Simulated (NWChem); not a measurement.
# GeH₂SO, singlet; SMILES [OH][Ge][SH]

```xyz
5

Ge    -0.4306    -0.5444     0.0000
O      1.1967    -1.2693     0.0000
H      1.9534    -0.6699     0.0000
S      0.2071     1.6340     0.0000
H     -1.0611     2.0993     0.0000
```
Atoms are numbered in this order, from 1.

Results from NWChem. Low-valent species are run as closed-shell singlets; no triplet was tried in these runs. All runs use the structure optimised with PBE0/def2-SVP.

Problem. Predict the results for B3LYP/pcseg-1. Quantities: highest occupied level (eV); orbital gap (eV); dipole (D).

Solution. 
```json
{
 "highest occupied level (eV)": "-7.25",
 "orbital gap (eV)": "4.97",
 "dipole (D)": "0.98"
}
```
